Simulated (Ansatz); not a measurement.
Ansatz (a program for electronic structure) input (r2SCAN/def2-TZVPD):

Ansatz 0.2 input:
```yaml
crystal:
  periodic: [false, false, false]
  atoms:
    - {symbol: C, position_ang: [-0.59228948, -0.52606573, -0.26945992]}
    - {symbol: C, position_ang: [0.65778676, -0.50181518, -0.12513488]}
    - {symbol: O, position_ang: [-0.06076252, 0.77407937, 0.39623013]}
    - {symbol: H, position_ang: [-1.61871875, -0.79151559, -0.45819802]}
    - {symbol: H, position_ang: [1.70961185, -0.72694846, -0.07393229]}
    - {symbol: H, position_ang: [0.00222339, 1.49311459, -0.27014195]}
basis:
  gaussian:
    orbitals: def2-TZVPD
hamiltonian:
  xc: {name: r2SCAN}
total_charge: 1
output: {forces: true}
```

Output:

```
Functional definition: r2SCAN
integrals: 0.04 GiB planned
685 factors; their error is unknown
mean field: 0.43 GiB planned
mean field evaluation 1: about -4147.1544 eV, gradient 7.4e1 eV
mean field evaluation 2: about -4130.6773 eV, gradient 1.2e2 eV
mean field evaluation 4: about -4156.9764 eV, gradient 5.8e0 eV
mean field evaluation 8: about -4157.0549 eV, gradient 3.7e-2 eV
mean field evaluation 16: about -4157.0204 eV, gradient 1.4e-3 eV
mean field -4157.02037152 eV, -152.7676809238 hartree, gradient 4.3e-5 eV, S^2 0.000000; 0 other end points of the search recorded, 0 dependent functions left out
the calculation of the forces begins
reference -4157.02038207 eV, -152.7676813114 hartree; 11, 11 occupied and 130, 130 virtual orbitals, 685 factors
Total energy: -4157.02038207 eV, -152.7676813114 hartree
Atom 0 at    -0.592289    -0.526066    -0.269460 Å, force    -0.204244     0.017775    -0.050079 eV/Å
Atom 1 at     0.657787    -0.501815    -0.125135 Å, force     0.209448     0.025801    -0.002317 eV/Å
Atom 2 at    -0.060763     0.774079     0.396230 Å, force    -0.015695    -0.046475     0.143748 eV/Å
Atom 3 at    -1.618719    -0.791516    -0.458198 Å, force    -0.049911     0.013748     0.000901 eV/Å
Atom 4 at     1.709612    -0.726948    -0.073932 Å, force     0.047830     0.015644     0.012186 eV/Å
Atom 5 at     0.002223     1.493115    -0.270142 Å, force     0.012572    -0.026493    -0.104439 eV/Å
Dipole moment:     0.038662    -0.010493    -0.333111 e Å
```

It need not be the lowest isomer of its formula.
